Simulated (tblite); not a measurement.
Species: C₅H₈F₃NSi.
SMILES with atom numbers: `[NH2:1][Si@H:2]([C:3]1=[CH:4][CH2:5][CH2:6]1)[C:7]([F:8])([F:9])[F:10]` (hydrogens: H11, H12 on N1; H13 on Si2; H14 on C4; H15, H16 on C5; H17, H18 on C6)

The geometry is computed with GFN2-xTB (gas phase).

Q: What internal coordinates does the optimisation give?

A: 
| bond | length (pm) | order |
| --- | --- | --- |
| N1–Si2 | 171.3 | single |
| Si2–C3 | 187.1 | single |
| C3=C4 | 134.2 | double |
| C4–C5 | 149.7 | single |
| C5–C6 | 154.7 | single |
| Si2–C7 | 194.6 | single |
| C7–F8, C7–F9, C7–F10 | 135.1 | single |
| C3–C6 | 151.9 | single |
| N1–H11, N1–H12 | 100.7 | single |
| Si2–H13 | 146.1 | single |
| C4–H14 | 107.6 | single |
| C5–H15 | 108.9 | single |
| C5–H16 | 108.9 | single |
| C6–H17 | 108.8 | single |
| C6–H18 | 108.8 | single |

Bonds in one row agree within 1 pm and their mean is given. Orders are formal, as drawn. A selection of angles:
| angle | degrees |
| --- | --- |
| Si2–N1–H11 | 121.3 |
| H11–N1–H12 | 111.0 |
| N1–Si2–C3 | 119.3 |
| N1–Si2–C7 | 101.4 |
| N1–Si2–H13 | 109.5 |
| C3–Si2–C7 | 103.7 |
| C3–Si2–H13 | 114.5 |
| C7–Si2–H13 | 106.5 |
| Si2–C3–C4 | 135.3 |
| Si2–C3–C6 | 132.0 |
| C4–C3–C6 | 92.7 |
| C3–C4–C5 | 95.1 |
| C3–C4–H14 | 133.5 |
| C5–C4–H14 | 131.4 |
| C4–C5–C6 | 85.9 |
| C4–C5–H15 | 115.2 |
| C4–C5–H16 | 115.4 |
| C6–C5–H15 | 115.0 |
| C6–C5–H16 | 115.1 |
| H15–C5–H16 | 109.0 |
| C5–C6–H17 | 115.1 |
| C5–C6–H18 | 115.3 |
| C3–C6–C5 | 86.3 |
| C3–C6–H17 | 114.7 |
| C3–C6–H18 | 114.9 |
| H17–C6–H18 | 109.2 |
| Si2–C7–F8 | 113.1 |
| F8–C7–F9 | 105.6 |
| H12–N1–Si2 | 120.9 |

Torsions: N1–Si2–C3–C4 49° (synclinal); Si2–C3–C4–C5 180° (antiperiplanar); C3–C4–C5–C6 0° (synperiplanar); C4–C5–C6–C3 0° (synperiplanar); N1–Si2–C7–F8 180° (antiperiplanar); Si2–C3–C6–C5 180° (antiperiplanar).

The 4-membered ring C3–C4–C5–C6 has internal angles of 85.9° to 95.1°; it is planar, 0.00 Å rms from its mean plane, widest ring torsion 0°. N1 (silicon-bound nitrogen) has angles 121.3°, 120.9° and 111.0°, sum 353.1°, 0.18 Å off the plane of its three neighbours. Si2 (SiH silicon) is distorted tetrahedral (angles from 101.4° to 119.3°). Of the pairs four or more bonds apart, C6···F8 is among the closest relative to their van der Waals radii: 3.25 Å, 103 % of the sum of Bondi's values. The 2 C–Si bonds span 1.871 Å (Si2–C3, drawn single) to 1.946 Å (Si2–C7, drawn single), a spread of 0.075 Å. The 4 C–C bonds span 1.342 Å (C3=C4, drawn double) to 1.547 Å (C5–C6, drawn single), a spread of 0.205 Å.

Point group: C1 (no symmetry element, even within 0.4 Å). Its lowest GFN2-xTB frequency is 12 cm⁻¹, too small to tell a flat minimum from a shallow saddle. One conformer, not necessarily the lowest (H–N1–Si2–C3 84° and -64°, N1–Si2–C3–C4 49°). 2 starts were optimised and ended at 0.00 and 0.03 kcal/mol (GFN2-xTB); the lowest of these is shown.
